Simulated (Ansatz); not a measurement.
**Ligand exchange: InH2Cl + BH2(SH) → InH2(SH) + BH2Cl**

Species: InH2Cl `[Cl][InH2]`, singlet; BH2(SH), singlet; InH2(SH), singlet; BH2Cl `BCl`, singlet. The partners trade Cl for SH: In–Cl and B–SH bonds give way to In–SH and B–Cl.

Shapes, held fixed at every level: PBE0-D4/def2-TZVP. Programs: Ansatz 0.2.0. The zero-point and thermal change to 298 K, harmonic and unscaled (PBE0-D4/def2-TZVP), is -1.7 kJ/mol.

| level | kind | ΔH(298 K) (kJ/mol) | less CCSD(T)/def2-TZVPP |
| --- | --- | --- | --- |
| HF/def2-TZVPP | Hartree–Fock | +34.9 | +5.6 |
| PBE-D4/def2-TZVPP | GGA | +32.6 | +3.3 |
| B3LYP-D4/def2-TZVPP | global hybrid | +33.3 | +4.0 |
| r2SCAN0-D4/def2-TZVPP | global hybrid | +33.9 | +4.6 |
| wB97M-V/def2-TZVPP | range-separated hybrid | +32.0 | +2.7 |
| MP2/def2-TZVPP | perturbation theory | +27.3 | -2.0 |
| CCSD/def2-TZVPP | coupled cluster or CI | +29.9 | +0.6 |
| CCSD(T)/def2-TZVPP | coupled cluster or CI | +29.3 | 0.0 |

The highest level, CCSD(T)/def2-TZVPP, gives ΔH(298 K) = +29.3 kJ/mol; the levels span +27.3 to +34.9. The column of differences is taken from that level and isn't an error. No measured value is set beside it here. For atoms past krypton def2 sets carry core potentials with scalar relativity. Outer-core shells of In are correlated, in sets that cover them unevenly.
